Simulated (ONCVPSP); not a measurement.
# Pseudopotential generation for Mo: ONCV, PBE, scalar-relativistic.

| Quantity | Value |
| --- | --- |
| Element | Mo |
| Generator | ONCVPSP 4.0.1 |
| Type | optimised norm-conserving Vanderbilt (ONCV) |
| Functional | PBE |
| Relativity | scalar-relativistic |
| Frozen core | [Ar] 3d10 |
| Valence charge | 14 |
| Reference configuration | 4s2 4p6 4d5 5s0.75 5p0.25 |
| Partial waves | 4s+5s: rc 1.75 bohr, ncon 4, nbas 7, qcut 7 1/bohr, 3 projectors, debl 0.7 Ha; 4p+5p: rc 2.35 bohr, ncon 3, nbas 7, qcut 7.5 1/bohr, 2 projectors; 4d: rc 1.65 bohr, ncon 4, nbas 8, qcut 6.2 1/bohr, 1 projector |
| Local potential | polynomial inside 1.10 bohr (lpopt 4, dvloc0 3 Ha) |
| Core correction | Teter function, fcfact 1.75, rcfact 1.75 |

Poles of the logarithmic derivatives, all-electron (AE) and pseudo (PS). s: poles at -1.9 (AE) and -1.9 (PS) Ha. p: poles at -1.3, 2.7 (AE) and -1.3, 2.6 (PS) Ha. d: poles at 1.4 (AE) and 1.4 (PS) Ha. Test radii: s 1.77, p 2.39, d 1.68 bohr.

- Cutoffs needed: 18 Ha and 43 Ha (the cutoffs (Ha) at which the residual kinetic energy of the hardest occupied pseudo-wave falls to 1 and 0.1 mHa per electron)
- Ghost test: no bound ghost flagged; GHOST(+) flagged for s at 513.9 eV
- Configuration tests: 1 of 4 tests not solved or not reliable
- rms error of d²Exc/dni dnj: 1.75 mHa without and 1.31 mHa with the model core
